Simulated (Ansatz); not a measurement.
FeI₂. Total charge 0; quintet. Geometry PBE0-D4/def2-TZVP, basis def2-TZVP, Ansatz.

Cartesian coordinates in Å:
```
Fe 0.0091 0.0019 0.0148
I 0.7498 2.2388 -0.7571
I -0.7589 -2.2407 0.7422
```

```tsv
run	HOMO (eV)	LUMO (eV)
A	-7.71	-3.73
B	-6.04	-4.87
C	-5.47	-5.09
D	-9.91	-1.75
E	-10.13	0.53
F	-8.92	-2.80
```

In the def2 sets I takes a core potential; there is no spin–orbit coupling.

HOMO and LUMO are taken over both spins.

Q: The runs used CAM-B3LYP, HF, PBE, PBE0, r2SCAN, ωB97X-V. Estimate which is which.

A: A PBE0 (25 % exact exchange); B r2SCAN (0 % exact exchange); C PBE (0 % exact exchange); D ωB97X-V (range-separated); E HF (100 % exact exchange); F CAM-B3LYP (range-separated). Exact exchange lowers occupied and raises empty levels; among semilocal functionals meta-GGAs tend to open the gap a little, and such runs are hard to tell apart. The gap grows from 0.37 eV (PBE) to 10.66 eV (HF).
